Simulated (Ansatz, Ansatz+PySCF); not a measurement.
```xyz
2

H     0.0000    0.0000   -1.8814
Cl    0.0000    0.0000    0.1107
```

Basis set: 6-31G (spherical functions). Left uncorrelated: 5 orbitals. Charge 0, multiplicity 1.

Computed with Ansatz (development build ahead of 0.2.0); each method stands on the lowest determinant of its kind that the runs found. Restricted open shells among the atoms or ions are ROHF, correlated in semicanonical orbitals with singles. Restricted functionals stand beside restricted open-shell atoms, which can lie above the unrestricted atoms usual in DFT and then raise those values.

The atomization energy at this shape (free ground-state atoms in the same class of orbitals less the molecule, no zero-point energy) of singlet HCl:

```csv
method,atomization energy
PBE0 (restricted),1.62 eV
RHF-CCSD(T),1.53 eV
RHF-MP2,1.08 eV
UHF-MP2,0.77 eV
UHF,0.50 eV
```

(1) What does RHF give?

Results:

(1) -0.03 eV. Caution: the shape is not the minimum. Caution for RHF-CCSD(T), RHF-MP2, RHF: an unrestricted determinant lies well below. Caution for RHF-CCSD(T), RHF-MP2, UHF-MP2: large amplitudes, a single reference is doubtful. Caution for UHF-MP2: a plain start can end on a higher determinant; another reference gives a lower total. Caution for UHF-MP2, UHF: the unrestricted determinant is spin contaminated.

This basis has no polarisation functions and is too small for such energies, which can lie far from measured ones in either direction.
